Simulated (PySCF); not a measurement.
Solvent effects on NMR parameters

Structure with atom numbers: `[CH3:1][C+:2]1[CH2:3][C@@H:4]([C:5]([F:6])=[C:7]([F:8])[F:9])[CH2:10][C@@H:11]1[F:12]`; H(Xn) means a hydrogen on atom n. Ha(C3), Ha(C10) are cis to C5 on the ring; Hb(C3), Hb(C10) are trans to C5 on the ring.

GIAO PBE0/pcSseg-1 in PySCF on one PBE0-D3(BJ)/def2-SVP conformer, non-relativistic, equivalent nuclei averaged. Solvents enter as an IEF-PCM continuum (chloroform with ε = 4.7, acetone with ε = 20.5) around the gas-phase geometry. Shifts are referred to TMS, CFCl3 computed in the same medium.

In chloroform, δ in ppm: C2 346.7, C7 161.4, C5 134.1, C11 107.4, C3 62.0, C4 51.8, C1 47.6, C10 35.8, F8 -92.5, F9 -105.5, F6 -193.3, F12 -194.5, H(C11) 6.41, Ha(C3) 5.02. Dipole moment 8.79 D.

(1) How does each δ change in the more polar medium?

(2) Which of the listed nuclei move most (in ppm), and what does the model miss?

Answers

(1) 
| atoms | environment | Δδ, acetone |
| --- | --- | --- |
| C2 | carbocation centre | +1.2 |
| C7 | fully substituted alkene carbon | -0.2 |
| C5 | fully substituted alkene carbon | +0.8 |
| C11 | sp3 CH bonded to F | +0.4 |
| C3 | sp3 CH2 in a ring | -0.2 |
| C4 | allylic sp3 CH | -0.5 |
| C1 | methyl carbon | +0.4 |
| C10 | sp3 CH2 in a ring | -0.3 |
| F8 | vinylic fluorine | -4.7 |
| F9 | vinylic fluorine | -3.4 |
| F6 | vinylic fluorine | -0.8 |
| F12 | fluorine on an sp3 carbon | -1.9 |
| H(C11) | hydrogen on an sp3 CH bonded to F | +0.09 |
| Ha(C3) | hydrogen on an sp3 CH2 in a ring | +0.04 |

Changes are relative to chloroform. The dipole moment becomes 9.22 D in acetone.

(2) F8 (vinylic fluorine, -4.7 ppm) in acetone. A continuum only polarises the solute; specific hydrogen bonds, the anisotropy of aromatic solvents and changes of geometry or conformer are outside it, as are counter-ions.
